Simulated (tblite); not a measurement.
C₇H₁₃P.
Numbering: `[CH3:1][C:2]#[C:3][PH:4][C:5]([CH3:6])([CH3:7])[CH3:8]` (hydrogens: H9, H10, H11 on C1; H12 on P4; H13, H14, H15 on C6; H16, H17, H18 on C7; H19, H20, H21 on C8)

A start from a force field or distance geometry was refined with GFN2-xTB geometry optimisation, gas phase in tblite. Values at the start:

| coordinate | start |
| --- | --- |
| C1–C2 | 1.485 Å |
| C1–H9 | 1.105 Å |
| C2≡C3 | 1.189 Å |
| C3–P4 | 1.841 Å |
| P4–C5 | 1.849 Å |
| P4–H12 | 1.449 Å |
| C5–C6 | 1.508 Å |
| C6–H13 | 1.126 Å |
| C1–C2–C3 | 178.3° |
| C2–C3–P4 | 179.0° |
| C3–P4–C5 | 111.2° |
| P4–C5–C6 | 114.0° |
| P4–C5–C7 | 113.2° |
| C6–C5–C7 | 107.2° |
| C3–P4–C5–C6 | -92° |

How do these coordinates change at the GFN2-xTB level?

```
 coordinate  GFN2-xTB (Å or °)  change
      C3–P4              1.761  -0.080
      P4–C5              1.895  +0.046
     P4–H12              1.407  -0.042
      C1–C2              1.446  -0.039
     C6–H13              1.090  -0.036
      C5–C6              1.526  +0.018
      C2≡C3              1.206  +0.017
      C1–H9              1.090  -0.015
   C3–P4–C5               99.1   -12.1
   C2–C3–P4              172.3    -6.7
   P4–C5–C7              107.8    -5.4
   C6–C5–C7              110.3    +3.1
   P4–C5–C6              111.6    -2.4
   C1–C2–C3              176.6    -1.7
C3–P4–C5–C6                -52     +40
```

The energy falls by 118.2 kJ/mol over 133 L-BFGS steps, the largest force on an atom goes from 3.74 to 0.009 eV/Å, and the atoms move by 0.625 Å rms after alignment. The bond that changes most is C3–P4 (alkyne carbon to phosphine phosphorus), which shortens by 0.080 Å. Bonds longer at the end by more than 0.005 Å: 5 of 20; shorter: 15. Among the dihedrals that turn most is C3–P4–C5–C6, from -92° to -52°. Rotational constants go from 3273, 804.3, 751.4 to 3064, 906.3, 835.0 MHz.

GFN2-xTB frequencies show an imaginary mode (24i cm⁻¹), so the point is no minimum at that level.

These are computed values.
